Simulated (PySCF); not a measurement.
# Continuum solvent and chemical shifts

Bonds (- single, = double, # triple, : aromatic): C1-C2, C2-O3, O3-C4, C4=O5, C4-C6, C6:C7, C7:C8, C8:C9, C9-F10, C9:C11, C11:C12, C12:C6. C1 carries H13, H14, H15; C2 carries H16, H17; C7 carries H18; C8 carries H19; C11 carries H20; C12 carries H21.

GIAO PBE0/pcSseg-1 in PySCF 2.14 on one PBE0-D3(BJ)/def2-SVP conformer, non-relativistic, equivalent nuclei averaged. Solvents enter as an IEF-PCM continuum (chloroform with ε = 4.7, acetonitrile with ε = 35.7) around the gas-phase geometry. Shifts are referred to TMS, CFCl3 computed in the same medium.

In chloroform, δ in ppm: C9 174.7, C4 170.5, C7/C12 139.7, C6 129.9, C8/C11 121.5, C2 62.9, C1 15.5, F10 -102.9, H18/H21 8.45, H19/H20 7.40, H16/H17 4.16, H13/H14/H15 1.52. Dipole moment 2.42 D.

(1) How does each δ change in the more polar medium?

(2) Which nuclei move most (in ppm), and what does the model miss?

Results:

(1) 
```json
{"atoms": "C9", "environment": "aromatic carbon bearing fluorine", "Δδ, acetonitrile": "+0.5"}
{"atoms": "C4", "environment": "ester carbonyl carbon", "Δδ, acetonitrile": "+0.8"}
{"atoms": "C7/C12", "environment": "aromatic CH", "Δδ, acetonitrile": "+0.3"}
{"atoms": "C6", "environment": "substituted aromatic carbon", "Δδ, acetonitrile": "+0.2"}
{"atoms": "C8/C11", "environment": "aromatic CH", "Δδ, acetonitrile": "+0.6"}
{"atoms": "C2", "environment": "sp3 CH2 bonded to O", "Δδ, acetonitrile": "+0.5"}
{"atoms": "C1", "environment": "methyl carbon", "Δδ, acetonitrile": "+0.1"}
{"atoms": "F10", "environment": "aryl fluorine", "Δδ, acetonitrile": "+0.2"}
{"atoms": "H18/H21", "environment": "hydrogen on an aromatic CH", "Δδ, acetonitrile": "+0.03"}
{"atoms": "H19/H20", "environment": "hydrogen on an aromatic CH", "Δδ, acetonitrile": "+0.09"}
{"atoms": "H16/H17", "environment": "hydrogen on an sp3 CH2 bonded to O", "Δδ, acetonitrile": "+0.01"}
{"atoms": "H13/H14/H15", "environment": "hydrogen on a methyl carbon", "Δδ, acetonitrile": "+0.02"}
```

Changes are relative to chloroform. The dipole moment becomes 2.56 D in acetonitrile.

(2) C4 (ester carbonyl carbon, +0.8 ppm) in acetonitrile. A continuum only polarises the solute; specific hydrogen bonds, the anisotropy of aromatic solvents and changes of geometry or conformer are outside it.
